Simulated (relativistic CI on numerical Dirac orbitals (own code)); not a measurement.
**Re⁶⁺: resonant inelastic scattering at the L2,3 edge**

Computed with this model: Dirac-Coulomb-Breit CI, separate exchange-only KLI orbitals for each configuration, model QED (radiative potential, 1s self-energy scaled to tabulated hydrogen-like ionisation energies), valence Slater integrals scaled by 0.8, Kramers-Heisenberg scattering through one core-hole configuration in a parametric crystal field; configurations [Xe] 4f14 5d → [He] 2s2 2p5 3s2 3p6 3d10 4s2 4p6 4d10 4f14 5s2 5p6 5d2; 80 K; core-hole width 5 eV; summed over polarisations. Incident energies are the highest absorption maxima for each field (at most a few, so the weaker spin-orbit partner edge can be absent), on the computed scale of the free ion. Intensities are in per cent of the strongest line above 0.02 eV; levels within 1 cm⁻¹ are merged; final levels count from the ground level, the first row holds all elastic scattering, lines under 0.4 are left out and each table stops after 24 rows. The scale of the Slater integrals is a model choice and moves the terms in proportion.

Field parameters in Wybourne normalisation: D4h B²₀ = −7Ds, B⁴₀ = 21(Dq − Dt), B⁴₄ = 21√(5/14) Dq; Oh B⁴₀ = 21Dq, B⁴₄ = √(5/14) B⁴₀. The field is a parameter set, without covalency, and values of 10Dq over about 45,000 cm⁻¹ lie beyond real compounds.

S is read from ⟨S²⟩ = S(S + 1).

Oh, 10Dq = 62600 cm⁻¹:

| Final level (eV) | Degeneracy | Irrep | S | 10540 eV | 10547.3 eV | 11963.6 eV |
| --- | --- | --- | --- | --- | --- | --- |
| 0.000 | 4 | Γ8 | 0.50 | 1027.7 | 1127.9 | 280.0 |
| 0.818 | 2 | Γ7 | 0.50 | 77.9 | 18.8 | 3.3 |

D4h, 10Dq = 23050, Ds = 2780, Dt = 240 cm⁻¹:

```tsv
Final level (eV)	Degeneracy	Irrep	S	10543.8 eV	11965.9 eV
0.000	2	Γ6	0.50	3023.2	405.5
0.417	2	Γ7	0.50	37.4	100.0
1.425	2	Γ7	0.50	69.0	23.1
2.773	2	Γ6	0.50	83.0	13.8
4.264	2	Γ7	0.50	22.8	11.5
```

Oh, 10Dq = 43500 cm⁻¹:

```csv
Final level (eV),Degeneracy,Irrep,S,10541.3 eV,10545.7 eV,11964.6 eV
0.000,4,Γ8,0.50,1205.5,1491.6,328.0
0.838,2,Γ7,0.50,75.5,30.2,3.7
5.788,4,Γ8,0.50,22.0,100.0,9.4
```

For the first field the strongest loss at the lowest incident energy is the level at 0.82 eV (S = 0.50, against 0.50 in the thermal ground state).
